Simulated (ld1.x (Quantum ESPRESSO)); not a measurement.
niobium TM: all-electron and pseudo phase curves

```json
{
 "Element": "Nb",
 "Generator": "ld1.x (Quantum ESPRESSO) 7.5",
 "Type": "norm-conserving Troullier–Martins (Kleinman–Bylander form)",
 "Functional": "PBEsol",
 "Relativity": "scalar-relativistic",
 "Frozen core": "[Ar] 3d10",
 "Valence charge": "13",
 "Reference configuration": "4s2 4p6 4d4 5s0.5 5p0 (charge +0.5)",
 "Partial waves": "4p (bound): rc 1.60 bohr; 4d (bound): rc 2.75 bohr; 4f channel at 0.2 Ry: rc 2.56 bohr; 4s (bound): rc 2.00 bohr",
 "Local potential": "the s channel",
 "Core correction": "none"
}
```

Occupied shells without a wave of their own: 5s. They enter only through the test configuration that unscreens the potential.

The phase is arctan(r·u′/u) with u = r·R(r), unwrapped; energies in Ry, scanned from -7 to 5 Ry. A pole is an energy at which the radial function vanishes at the test radius. The pseudo phase is shifted by a multiple of π to meet the all-electron one at the reference energy, and phase errors are pseudo minus all-electron; the curves can meet again beyond the range given. Levels narrower than the energy grid can be missing from the lists of poles.

```csv
channel,radius (bohr),reference energy (Ry),"poles, all-electron","poles, pseudo",unbroken range about the reference energy with phases within 0.05 rad,phase error 1 Ry above the reference energy (rad)
s,2.98,-4.51,"-4.50, 1.46","-4.50, 0.59",below -1.4,-0.001
p,2.98,-2.76,"-2.71, 2.48","-2.71, 1.87",below -0.6,-0.004
d,2.98,-0.44,"-0.08, 4.41","-0.09, 3.30",below 0.5,-0.053
f,2.98,0.20,2.44,2.57,below 3.0,+0.026
```

The potential misses its own reference levels by up to 1.5 eV, so it is not fit for use.

Phases in the p channel:

```json
{"E (Ry)": "-7.00", "all-electron": "1.436", "pseudo": "1.436"}
{"E (Ry)": "-6.48", "all-electron": "1.430", "pseudo": "1.430"}
{"E (Ry)": "-5.96", "all-electron": "1.423", "pseudo": "1.423"}
{"E (Ry)": "-5.44", "all-electron": "1.414", "pseudo": "1.414"}
{"E (Ry)": "-4.92", "all-electron": "1.404", "pseudo": "1.404"}
{"E (Ry)": "-4.40", "all-electron": "1.391", "pseudo": "1.391"}
{"E (Ry)": "-3.88", "all-electron": "1.372", "pseudo": "1.372"}
{"E (Ry)": "-3.36", "all-electron": "1.340", "pseudo": "1.339"}
{"E (Ry)": "-2.84", "all-electron": "0.858", "pseudo": "0.854"}
{"E (Ry)": "-2.32", "all-electron": "-1.770", "pseudo": "-1.771"}
{"E (Ry)": "-1.80", "all-electron": "-1.830", "pseudo": "-1.834"}
{"E (Ry)": "-1.28", "all-electron": "-1.899", "pseudo": "-1.909"}
{"E (Ry)": "-0.76", "all-electron": "-2.020", "pseudo": "-2.051"}
{"E (Ry)": "-0.24", "all-electron": "-2.324", "pseudo": "-2.476"}
{"E (Ry)": "0.28", "all-electron": "-3.356", "pseudo": "-3.813"}
{"E (Ry)": "0.80", "all-electron": "-4.257", "pseudo": "-4.431"}
{"E (Ry)": "1.32", "all-electron": "-4.520", "pseudo": "-4.615"}
{"E (Ry)": "1.84", "all-electron": "-4.633", "pseudo": "-4.708"}
{"E (Ry)": "2.36", "all-electron": "-4.700", "pseudo": "-4.776"}
{"E (Ry)": "2.88", "all-electron": "-4.751", "pseudo": "-4.843"}
{"E (Ry)": "3.40", "all-electron": "-4.798", "pseudo": "-4.933"}
{"E (Ry)": "3.92", "all-electron": "-4.852", "pseudo": "-5.111"}
{"E (Ry)": "4.44", "all-electron": "-4.928", "pseudo": "-5.747"}
{"E (Ry)": "4.96", "all-electron": "-5.074", "pseudo": "-7.157"}
```
